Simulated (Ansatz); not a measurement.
Gas-phase reaction R1 → P1 + P2, each structure at its B3LYP-D3(BJ)/def2-TZVP stationary point, reached from a drawn start (curvature not checked).
R1, Cl2Ti (SMILES [Cl][Ti][Cl]) (charge 0, multiplicity 3, Z-matrix in Å and degrees):
```
Ti
Cl 1 2.2491
Cl 1 2.2491 2 180.00
```
P1, ClTi (SMILES [Cl][Ti]) (charge 0, multiplicity 4):
```xyz
2

Ti     0.000     0.000    -1.132
Cl     0.000     0.000     1.132
```
P2: Cl atom, charge 0, multiplicity 2.

P less R. No zero-point or thermal terms; open shells are unrestricted; no spin–orbit coupling. The spin states of the d-block species are the ones drawn and need not be the lowest.

Correlated levels freeze the cores.

Programs: Ansatz (a program for electronic structure). All values are computed, each at the level named.

Total energies in hartree:

| structure | PBE/def2-TZVPP | PBE0/def2-TZVPP | CCSD(T)/def2-QZVPP |
|---|---|---|---|
| R1 | -1769.397040 | -1769.497533 | -1768.202516 |
| P1 | -1309.252812 | -1309.318839 | -1308.320013 |
| P2 | -459.958430 | -459.997429 | -459.695345 |

Work out the reaction energy at each level in kcal/mol (1 hartree = 627.50947 kcal/mol), and say how far PBE/def2-TZVPP lies from CCSD(T)/def2-QZVPP.


- PBE/def2-TZVPP: (-1309.252812) + (-459.958430) − (-1769.397040) = 0.185798 hartree = 116.59 kcal/mol
- PBE0/def2-TZVPP: (-1309.318839) + (-459.997429) − (-1769.497533) = 0.181265 hartree = 113.75 kcal/mol
- CCSD(T)/def2-QZVPP: (-1308.320013) + (-459.695345) − (-1768.202516) = 0.187158 hartree = 117.44 kcal/mol
PBE/def2-TZVPP less CCSD(T)/def2-QZVPP: -0.85 kcal/mol. CCSD(T)/def2-QZVPP is the level counted from, the highest shown, and no exact or measured value.
